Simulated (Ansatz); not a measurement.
C$_{3}$H$_{12}$AlNO, SMILES `C[NH2+][Al-]([CH3])([CH3])[OH]`, relaxed with RKS PBE0-D4/def2-TZVP in Ansatz from a PBE-D4/def2-SVP geometry. The force threshold is 0.005 eV/Å; the program also tests the step.

Total charge 0; spin multiplicity 1.

Start:

```xyz
18

C    -0.863    1.959    0.215
N    -0.308    0.893    1.069
Al    0.379   -0.819    0.139
C     1.858   -0.121   -0.990
C    -1.265   -1.511   -0.738
O     0.814   -1.517    1.703
H    -1.716    1.551   -0.362
H    -1.207    2.843    0.791
H    -0.090    2.280   -0.509
H    -1.002    0.566    1.758
H     0.487    1.237    1.627
H     1.507    0.517   -1.831
H     2.440   -0.945   -1.459
H     2.591    0.477   -0.403
H    -1.112   -2.532   -1.151
H    -1.604   -0.886   -1.594
H    -2.118   -1.593   -0.029
H     1.209   -2.399    1.764
```

How much energy does the relaxation release, and in how many steps? (An estimate is asked.)

Ansatz gave: 7.07 kJ/mol, in 8 steps.

Which bonds change most? (Estimate.)

The calculation gave: N2–Al3 from 2.066 to 2.037 Å; Al3–O6 from 1.767 to 1.741 Å; C1–H8 from 1.110 to 1.092 Å; C1–H9 from 1.107 to 1.090 Å.

Give the relaxed structure. (An estimate is asked.)

Ansatz gave: 
```xyz
18

C    -0.861    1.957    0.230
N    -0.307    0.892    1.072
Al    0.367   -0.792    0.146
C     1.837   -0.138   -0.998
C    -1.242   -1.505   -0.750
O     0.796   -1.480    1.688
H    -1.702    1.559   -0.336
H    -1.196    2.818    0.812
H    -0.098    2.280   -0.478
H    -0.991    0.567    1.749
H     0.481    1.229    1.618
H     1.485    0.482   -1.831
H     2.382   -0.973   -1.452
H     2.579    0.448   -0.444
H    -1.049   -2.499   -1.169
H    -1.574   -0.882   -1.589
H    -2.093   -1.621   -0.069
H     1.187   -2.342    1.799
```
